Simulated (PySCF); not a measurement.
C5H8NPSi.
SMILES with atom numbers: `[CH3:1][c:2]1[cH:3][cH:4][p:5][c:6]([SiH3:7])[n:8]1`

Definitions: NICS(0) = −σiso at the ring centroid; NICS(1) = −σiso and NICS(1)zz = −σzz at ±1 Å along the ring normal z. Level: GIAO PBE0/pcSseg-1 (PySCF, non-relativistic, gas phase) on the GFN2-xTB geometry, one conformer.

Ring bond lengths (Å), with Mayer bond orders in brackets: C2–C3 1.395 (1.30), C3–C4 1.377 (1.48), C4–P5 1.738 (1.30), P5–C6 1.760 (1.27), C6–N8 1.316 (1.43), N8–C2 1.323 (1.50).

**Question.** What do the NICS probes read (ppm)?

**Answer.** 
```
             ring                                                     type  NICS(0)  NICS(1), two faces  NICS(1)zz, two faces  rms pucker (Å)  centre to ring atoms, mean (Å)
C2–C3–C4–P5–C6–N8  6-membered ring with N and P; formal bonds all aromatic     -5.6       -10.2 / -10.2         -24.7 / -24.7            0.00                            1.48
```

**Question.** What can be read from them?

**Answer.** 
- C2–C3–C4–P5–C6–N8: mean NICS(1)zz -24.7 ppm, shielded.

**Question.** What does the geometric index give? HOMA = 1 − mean of α(R − Ropt)² over the ring bonds, with Krygowski's 1993 parameters (CC: Ropt 1.388 Å, α 257.7 Å⁻²; CN: Ropt 1.334 Å, α 93.52 Å⁻²; CP: Ropt 1.698 Å, α 118.91 Å⁻²).

**Answer.** 
- C2–C3–C4–P5–C6–N8: HOMA 0.88; the largest term is that of P5–C6, α(R − Ropt)² = 0.45.

**Question.** What is the mean of the two in-plane components of NICS at the second NICS(1) probe listed for ring C2–C3–C4–P5–C6–N8, 1 Å off the ring?

**Answer.** The isotropic value is a third of the trace: (3 × -10.2 − (-24.7))/2 = -2.9 ppm.

**Question.** List the ring angles and the Hirshfeld charges of the ring atoms.

**Answer.** 
- C2–C3–C4–P5–C6–N8: C2 124.0° (+0.080 e), C3 122.6° (-0.048 e), C4 124.2° (-0.091 e), P5 98.8° (+0.080 e), C6 126.1° (-0.082 e), N8 124.3° (-0.142 e); sum 720.0° against 720° for a flat convex ring.

**Question.** How shielded are the nuclei of the rings and their hydrogens (means over atoms taken as equivalent)?

**Answer.** 
```json
{"atoms": "C2", "environment": "substituted aromatic carbon", "σ isotropic (ppm)": "28.5"}
{"atoms": "C3", "environment": "aromatic CH carbon", "σ isotropic (ppm)": "61.6"}
{"atoms": "C4", "environment": "aromatic CH carbon", "σ isotropic (ppm)": "13.1"}
{"atoms": "P5", "environment": "phosphorus bonded to 2 C", "σ isotropic (ppm)": "75.6"}
{"atoms": "C6", "environment": "substituted aromatic carbon", "σ isotropic (ppm)": "-25.2"}
{"atoms": "N8", "environment": "pyridine-type nitrogen", "σ isotropic (ppm)": "-135.2"}
{"atoms": "H on C3", "environment": "aromatic hydrogen", "σ isotropic (ppm)": "24.15"}
{"atoms": "H on C4", "environment": "aromatic hydrogen", "σ isotropic (ppm)": "22.06"}
```

Hardware: one thread, Arm Neoverse V2 (aarch64), on a shared host. Cost: 24 s of wall time, 0.85 GiB resident at most. This is the whole shielding run at PBE0/pcSseg-1, SCF included.
